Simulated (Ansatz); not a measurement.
A nudged elastic band was laid between two geometries of AsClH5NOSi (10 atoms, charge 0, multiplicity 1).

Method: RKS B3LYP-D4/def2-SVP (Ansatz).

```yaml
movable_images: 5
climbing_image: yes
spring: 5.0 eV/Å²
optimiser: quadratic models (default)
start_path: through a guess of the saddle point
force_threshold: 0.05 eV/Å
iteration_limit: 60
end_points: relaxed
```

Image 0:

```xyz
10
Properties=species:S:1:pos:R:3
N -1.454 -0.462 0.427
Si 0.100 -0.324 -0.300
O 0.872 -1.794 -0.229
Cl 0.050 0.071 -2.348
As 1.271 1.370 0.891
H -1.966 0.380 0.677
H -2.094 -1.176 0.085
H 0.873 -2.216 0.640
H 0.259 2.437 0.466
H 2.171 1.664 -0.307
```

Image 6:

```xyz
10
Properties=species:S:1:pos:R:3
N -1.532 -0.566 0.323
Si 0.093 -0.272 -0.159
O 1.093 -1.517 0.295
Cl -0.028 -0.126 -2.241
As 1.108 1.616 0.848
H -1.801 -0.580 1.302
H -2.306 -0.324 -0.286
H 0.776 -2.406 0.084
H 0.359 2.572 -0.082
H 2.320 1.553 -0.080
```

(1) What changes between the two ends?

(2) Give the energies along the band, and the barrier.

(3) What is the geometry of the highest image?

(4) What are the harmonic wavenumbers there?

The band took 14 iterations and roughly 8 core-minutes.

## Answers

(1) No bond is made or broken. The height of N1 over the plane of its neighbours goes from 0.23 to 0.16 Å.

(2) It converged. The highest image is number 3 of 0 to 6, 0.014 eV above the first end and 0.066 eV above the last; the last end lies 0.052 eV below the first. A vibrational analysis at the climbing image gives one clearly imaginary mode, 141i cm⁻¹: a first-order saddle point.

| image | path coordinate (Å) | energy (eV) | height of N1 over the plane of its neighbours (Å) |
| --- | --- | --- | --- |
| 0 | 0.00 | 0.000 | 0.23 |
| 1 | 0.35 | 0.002 | 0.23 |
| 2 | 0.71 | 0.008 | 0.22 |
| 3 | 1.06 | 0.014 | 0.21 |
| 4 | 1.49 | -0.005 | 0.16 |
| 5 | 1.92 | -0.040 | 0.12 |
| 6 | 2.35 | -0.052 | 0.16 |

(3) 
```xyz
10
Properties=species:S:1:pos:R:3
N -1.459 -0.588 0.429
Si 0.090 -0.276 -0.260
O 1.075 -1.609 -0.117
Cl -0.082 0.061 -2.314
As 1.083 1.551 0.883
H -1.860 0.072 1.088
H -2.184 -1.030 -0.129
H 0.715 -2.298 0.456
H 0.393 2.578 -0.016
H 2.313 1.487 -0.018
```

(4) 141i, 105, 120, 155, 210, 222, 251, 292, 381, 407, 526, 604, 654, 787, 825, 877, 924, 988, 1540, 2186, 2204, 3562, 3657, 3857 cm⁻¹.

Time of the run: 4.2 min on 2 threads of Arm Neoverse V2, with other jobs on the host, peak memory 0.32 GiB.
